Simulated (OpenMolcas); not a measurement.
Mn2+: effect of the IPEA shift

- Program: OpenMolcas
- Basis: ANO-R2 [7s4p4d2f1g]
- Scalar Hamiltonian: X2C, finite nucleus
- Active space: 5 electrons in 5 orbitals (3d)
- State averaging: 2S+1 = 6 even, 1 root; 2S+1 = 4 even, 24 roots; 2S+1 = 2 even, 75 roots
- Spin-orbit coupling: RASSI with atomic mean-field integrals over the reference wave functions, term energies averaged over their components

Methods on the same reference wave functions:
A. CASSCF
B. MS-CASPT2, IPEA 0 Eh, imaginary shift 0.1 Eh (closed shells correlated: 3s 3p)
C. MS-CASPT2, IPEA 0.25 Eh, imaginary shift 0.1 Eh (closed shells correlated: 3s 3p)

Energies in cm-1 above 3d5 6S 5/2, the measured ground level; measured values from Corliss and Sugar, J. Phys. Chem. Ref. Data 6, 1253 (1977).

| Level | A | B | C | Measured |
| --- | --- | --- | --- | --- |
| 3d5 6S 5/2 | 0.0 | 0.0 | 0.0 | 0.0 |
| 3d5 4G 5/2 | 32261 | 27650 | 27820 |  |
| 3d5 4G 7/2 | 32274 | 27670 | 27830 | 26860 |
| 3d5 4G 11/2 | 32278 | 27670 | 27840 | 26824 |
| 3d5 4G 9/2 | 32282 | 27680 | 27840 |  |
| 3d5 4P 5/2 | 37107 | 30160 | 30510 | 29168 |
| 3d5 4P 3/2 | 37145 | 30200 | 30550 |  |
| 3d5 4P 1/2 | 37188 | 30240 | 30590 |  |
| 3d5 4D 7/2 | 40103 | 33200 | 33440 | 32307 |
| 3d5 4D 1/2 | 40144 | 33250 | 33490 | 32369 |
| 3d5 4D 3/2 | 40178 | 33280 | 33520 |  |
| 3d5 4D 5/2 | 40186 | 33280 | 33530 | 32384 |
| 3d5 2I 11/2 | 45875 | 40310 | 40720 | 39174 |
| 3d5 2I 13/2 | 45907 | 40350 | 40760 | 39176 |
| 3d5 2D 5/2(1) [74 %] | 51638 | 42330 | 43090 | 41238 |
| 3d5 2D 3/2(1) | 52022 | 42660 | 43410 | 41570 |
| 3d5 2F 7/2(1) | 52987 | 43910 | 44640 | 42606 |
| 3d5 2F 5/2(1) [73 %] | 53447 | 44320 | 45050 | 43105 |
| 3d5 4F 9/2 | 53962 | 45310 | 45600 | 43573 |
| 3d5 4F 7/2 | 53989 | 45340 | 45620 | 43602 |
| 3d5 4F 5/2 | 54051 | 45380 | 45680 | 43669 |
| 3d5 4F 3/2 | 54082 | 45420 | 45710 | 43675 |
| 3d5 2H 9/2 | 56227 | 48060 | 48770 | 46516 |
| 3d5 2H 11/2 | 56352 | 48260 | 48970 | 46671 |

Deviations, from unrounded energies. A percentage is the sum of absolute deviations over the sum of measured energies, with the sign that they share, or ± where signs differ.

```tsv
Against measurement	Levels	A	B	C
mean absolute deviation (cm-1)	18	8800	1200	1700
other terms of the ground configuration (%)	18	+22.8	+3.2	+4.3
```

B lies closest to measurement on these levels and A furthest from it. The largest miss of B in the table is 3d5 4F 3/2, by +1700 cm-1. The ranking rests on the paired levels alone, and a cruder setting can come out closer through cancelling errors.

Between B and C the level of the table that moves most is 3d5 2D 3/2(1), by 750 cm-1 (lowest in B, highest in C). Moves below CASPT2's spread within the term are not significant.

The mean deviations of B to C differ by less than CASPT2's widest spread within a term (580 cm-1), so their order carries little weight.

From A to B the spin-free energies of the other terms of 3d5 shown, above 6S, scale by factors of 0.81 to 0.88, as is usual when dynamic correlation screens the repulsion within a d or f shell.

The lowest spin-free term lies below A's lowest term by 0.436 hartree in B, 0.424 hartree in C.

CASPT2 does not keep the components of a term degenerate, so their means are used; among the terms shown or strongly mixed into the levels shown the widest spread is 580 cm-1 (3d5 4F, C). Without dynamic correlation excited terms often stand tens of per cent too high (terms of higher spin than the ground term too low), and those without a measured partner can miss by more than the paired ones (holds for A). Blocks of more than 70 roots (2S+1 = 2 even) ran without multistate coupling (holds for B; C). Computed and measured levels are paired by configuration, term and J; levels that our copy of the source lacks, or whose pairing is in doubt (as where it misses far off the trend of its configuration), stay unpaired and out of the deviations. Levels of configurations outside the active space are missing. Levels that lie high or do not pair safely by name in every column are left out.

A share in square brackets marks a mixed level and gives the weight of the term that names it, the lowest over the columns. A number in round brackets counts repeated terms of one configuration in the order of the reference energies.
